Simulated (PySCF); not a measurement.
Species: C7H13B.
SMILES: `B[C@H]1CC=CCCC1`

The closed-shell ground state was solved at several levels (PySCF, density fitting, gas phase, non-relativistic). One conformer (not necessarily the lowest) at the PBE0-D3(BJ)/def2-SVP geometry, without solvent, vibrations or thermal averaging.

```tsv
level	basis functions	HOMO (eV)	LUMO (eV)	gap (eV)	dipole (D)
CAM-B3LYP/pcSseg-1	201	-8.26	0.00	8.26	0.78
PBE0/pcSseg-1	201	-6.95	-1.12	5.83	0.82
```

(1) Estimate the row for B3LYP/def2-SVPD, a basis of 264 functions; the other rows only guide the guess.

(2) Over all these levels, which gives the widest orbital gap and which the narrowest?

(3) How far do the dipole and the HOMO energy spread over the levels?

Answers

(1) HOMO -6.75 eV, LUMO -1.38 eV, gap 5.37 eV, dipole 0.87 D.

(2) CAM-B3LYP/pcSseg-1 (range-separated hybrid) has the widest, 8.26 eV, and B3LYP/def2-SVPD (global hybrid, 20 % exact exchange) the narrowest, 5.37 eV. Functional and basis both differ between the two, so the spread mixes both effects.

(3) The dipole runs from 0.78 to 0.87 D (mean 0.82 D) and the HOMO from -8.26 to -6.75 eV.
